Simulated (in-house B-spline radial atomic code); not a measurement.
Yb⁺. Computed with a B-spline radial atomic code. Model: non-relativistic spherical atom: semilocal Troullier-Martins pseudo-atom, one channel per l, against all electrons, high spin, G0W0 and RPA with empty states to l = 8, local potential for every l without a channel, a model core (radius 0 = none) keeps its share of the functional.

Without relativity these are model numbers for so heavy an element.

What the tables leave out is listed at the end.

The pseudopotential gives back the lowest level of each angular momentum of its own functional in the configuration it was made in; a second state of the same l is only approximately right. Exact exchange, RPA and GW see the smooth pseudo-orbitals and miss the exchange with the core, for which the functional's share stands in. The column with an uncorrelated core keeps all orbitals and exact exchange, and so separates missing core correlation from pseudisation. Only the three outermost levels and the lowest empty one were computed. RPA here is direct RPA, with no exchange kernel, and its energies carry an (l + 1/2)⁻⁴ tail. A hybrid on a potential with a model core restores only its own semilocal share of the core's exchange.

Command:
```bash
python run_psgw.py task.json out
```
Settings (lengths in bohr, energies in hartree):
```
Z                      70
electrons              69
configuration          [Xe] 4f14 6s1
generated_in           [Xe] 4f14 6s2
functional             lda,vwn
core_shells            9
radius_factor          1
core_correction        True
ion_configuration      [Xe] 4f14
```

Cost of the run: 100 s on 1 thread of Intel(R) Xeon(R) Platinum 8259CL CPU @ 2.50GHz (Skylake/Cascade Lake), on a shared host.

Given: made with LDA VWN5; model core radius 0.694 bohr; local radius 1.292 bohr; mean-field start LDA VWN5.

Valence shells of the generating configuration: 5s, 5p, 4f, 6s.

Channel: s 1.167, p 1.275, d 2.002, f 1.613 (radii in bohr).

Computed: largest level miss in the spin-unpolarised generating configuration 0.029 eV; valence RPA correlation energy pseudo -2.5044 hartree; all-electron RPA polarisability, core included 51.353 bohr³; ionisation by mean-field all-electron 11.619 eV; ionisation by mean-field pseudo minus all 0.07 eV; ionisation by RPA all-electron 11.765 eV; ionisation by RPA pseudo minus all 0.216 eV.

```
          level  occupied  mean-field all-electron (eV)  mean-field pseudo minus all (eV)  G0W0 all-electron (eV)  G0W0 uncorrelated core minus all (eV)  G0W0 pseudo minus all (eV)  exchange self-energy all-electron (eV)  exchange self-energy pseudo (eV)
          6s up         1                       -9.0738                            -0.054                 -11.775                                  0.003                       -0.08                                 -8.3956                           -8.0218
6s down (empty)         0                        -8.297                            -0.055                 -6.4546                                  0.002                      -0.041                                 -1.8331                           -1.4333
```

Task: What is the pseudo-atom RPA polarisability?

Result: 50.514 bohr³.

Task: What is the valence RPA correlation energy all-electron orbitals?

Result: -1.8826 hartree.

Given: mean-field start PBE0.

Computed: valence RPA correlation energy all-electron orbitals -1.7786 hartree; all-electron RPA polarisability, core included 47.069 bohr³; pseudo-atom RPA polarisability 46.031 bohr³; ionisation by mean-field all-electron 11.254 eV; ionisation by mean-field pseudo minus all 0.11 eV; ionisation by RPA all-electron 11.606 eV.

```json
{"level": "6s up", "occupied": "1", "mean-field all-electron (eV)": "-9.3826", "mean-field pseudo minus all (eV)": "-0.091", "G0W0 all-electron (eV)": "-11.659", "G0W0 uncorrelated core minus all (eV)": "0.003", "G0W0 pseudo minus all (eV)": "-0.121", "exchange self-energy all-electron (eV)": "-8.0583", "exchange self-energy pseudo (eV)": "-7.7575"}
{"level": "6s down (empty)", "occupied": "0", "mean-field all-electron (eV)": "-7.0712", "mean-field pseudo minus all (eV)": "-0.106", "G0W0 all-electron (eV)": "-5.9655", "G0W0 uncorrelated core minus all (eV)": "0.003", "G0W0 pseudo minus all (eV)": "-0.108", "exchange self-energy all-electron (eV)": "-1.6977", "exchange self-energy pseudo (eV)": "-1.3313"}
```

Task: What is the ionisation by RPA pseudo minus all?

Result: 0.228 eV.

Task: What is the valence RPA correlation energy pseudo?

Result: -2.4375 hartree.

Among the listed levels the largest G0W0 shift of the pseudo-atom is -0.12 eV, for 6s up on the PBE0 start, while leaving the core uncorrelated moves that level by +0.00 eV. The rest, -0.12 eV, comes from pseudisation and the lost core exchange. Not in the tables (levels of low weight, unsolved or above zero; the highest and the empty levels are kept at any weight): on LDA the G0W0 levels 4f down (pseudo minus all +6.40 eV, weights 0.81 and 0.22), 4f up (pseudo minus all +6.39 eV, weights 0.76 and 0.22); on PBE0 the G0W0 levels 4f down (pseudo minus all +6.63 eV, weights 0.85 and 0.71), 4f up (pseudo minus all +6.61 eV, weights 0.85 and 0.71); no Hartree-Fock pseudo-atom is run with a model core.
